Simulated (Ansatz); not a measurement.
Two isomers of C2H7NSi: A = `NC1C[SiH2]1`, B = `N=CC[SiH3]`.

Gas-phase electronic energies from Ansatz, PBE0-D4/def2-TZVP geometries. CCSD(T)/CBS is the MP2 limit (def2-TZVPP, def2-QZVPP) plus CCSD(T) − MP2 in def2-TZVPP, frozen cores. DFT in def2-TZVPP. B3LYP here is the variant with VWN-RPA as its local correlation; programs differ in this. Each species was taken in one conformer, which may not be the lowest.

(1) Which isomer does CCSD(T)/CBS put lower? Give the gap. (An estimate is asked.)

(2) Give E(B) − E(A) in kJ/mol with PBE-D4, B3LYP, B3LYP-D4, LDA (SPW92), BLYP-D4, PBE0-D4, B2PLYP. (An estimate is asked.)

(3) Does the order hold for the free energy at 298.15 K (harmonic terms from PBE0-D4)? (An estimate is asked.)

Largest T1 diagnostic: 0.012.

Results:

(1) The calculation gave: B, by 72.3 kJ/mol.

(2) Ansatz gave: PBE-D4 -61.6, B3LYP -81.5, B3LYP-D4 -80.7, LDA (SPW92) -36.1, BLYP-D4 -86.0, PBE0-D4 -58.6, B2PLYP -79.1. None reverses the order clearly.

(3) Computed: Yes: G(B) − G(A) = -84.2 kJ/mol, for one conformer each.

From PBE to PBE0 (25 % exact exchange), in def2-TZVPP and without D4, E(B) − E(A) moves by +3.2 kJ/mol. Leaving LDA and LC-ωPBE aside and taking each functional with its dispersion term where it has one, the values spread over 27.4 kJ/mol, from BLYP-D4 to PBE0-D4. LDA lies +25.8 kJ/mol from PBE without D4.
